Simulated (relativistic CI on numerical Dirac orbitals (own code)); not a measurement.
# Ni4+: M2,3 absorption edge

Computed with this model: Dirac-Coulomb-Breit CI, KLI orbitals optimised for each configuration, QED by a radiative potential, valence Slater integrals scaled by 0.8, multiplet model of core-to-valence dipole absorption; configurations [Ar] 3d6 → [Ne] 3s2 3p5 3d7; 10 K; Lorentzian 0.8 eV and Gaussian 0.3 eV FWHM. Energies are those of the free ion, without screening or charge transfer. The branching ratio is the share of the lower-energy edge in the whole absorption, uncertain by about 0.02 where the edges overlap. S is read from ⟨S²⟩ = S(S + 1).

Field parameters in Wybourne normalisation: Oh B⁴₀ = 21Dq, B⁴₄ = √(5/14) B⁴₀. The field is a parameter set, without covalency.

Peaks in eV (height, largest 100): 66.3 (6), 68.9 (48), 73.1 (100), 74.6 (56).

(1) Which surroundings give this spectrum?
A. free ion
B. Oh, 10Dq = 5000 cm⁻¹
C. Oh, 10Dq = 11300 cm⁻¹
D. Oh, 10Dq = 23850 cm⁻¹

Answers

(1) C. Oh, 10Dq = 11300 cm⁻¹, where the ground state has S = 2.00.
